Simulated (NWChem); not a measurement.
System: BiCl$_{2}$ cation; SMILES [Cl][Bi+][Cl]

```xyz
3

Bi     0.0000     0.0000     0.4452
Cl     1.8254     0.0000    -1.0867
Cl    -1.8254     0.0000    -1.0867
```
Atoms are numbered in this order, from 1.

Results from NWChem. Structure relaxed at the PBE0/def2-SVP level. def2 effective core potentials on Bi; no spin-orbit coupling. Vertical excitations in the gas phase; the lowest state need not have the same character in each row.

Among these, which level gives the highest value of “lowest excitation, singlet (eV)”?
A. B3LYP/def2-SVPD, full TDDFT
B. PBE/def2-SVPD, full TDDFT
C. PBE0/def2-SVPD, full TDDFT

C, PBE0/def2-SVPD, full TDDFT. Values: PBE/def2-SVPD, full TDDFT 2.56; B3LYP/def2-SVPD, full TDDFT 2.80; PBE0/def2-SVPD, full TDDFT 3.00
